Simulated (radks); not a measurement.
The numbers below are computed, except where a source is named.
Q: Species: Cr V. Configuration: [Ne] 3s2 3p4 3d2 4s2 (not the ground configuration). Level of theory: Dirac Kohn-Sham, Wu-Cohen GGA, spin-unpolarised, spherical densities, point nucleus; open shells are shared between the two j in proportion to 2j + 1 (a radial shooting solver on a logarithmic mesh with Libxc functionals). Some entries of the table are withheld. Estimate them.

| orbital | occ. | eigenvalue (Ry) | <r^2> (bohr^2) |
|---|---|---|---|
| 1s1/2 | 2 | -438.7024 | 0.005435 |
| 2s1/2 | 2 | -55.54057 | 0.1013 |
| 2p1/2 | 2 | -48.19990 | 0.08167 |
| 2p3/2 | 4 | -47.56199 | 0.08335 |
| 3s1/2 | 2 | -11.10421 | (1) |
| 3p1/2 | 1.33333 | (2) | 0.8928 |
| 3p3/2 | 2.66667 | (3) | 0.9060 |
| 3d3/2 | 0.8 | (4) | (5) |
| 3d5/2 | 1.2 | (6) | (7) |
| 4s1/2 | 2 | -3.46218 | 4.817 |
| 4p1/2 | 0 | -2.87837 | 5.719 |
| 4p3/2 | 0 | -2.86154 | 5.778 |
| 5s1/2 | 0 | -1.58937 | 17.99 |

A: 
(1) 3s1/2 <r^2> (bohr^2): 0.8303
(2) 3p1/2 eigenvalue (Ry): -8.98210
(3) 3p3/2 eigenvalue (Ry): -8.89138
(4) 3d3/2 eigenvalue (Ry): -5.52997
(5) 3d3/2 <r^2> (bohr^2): 1.030
(6) 3d5/2 eigenvalue (Ry): -5.51855
(7) 3d5/2 <r^2> (bohr^2): 1.034
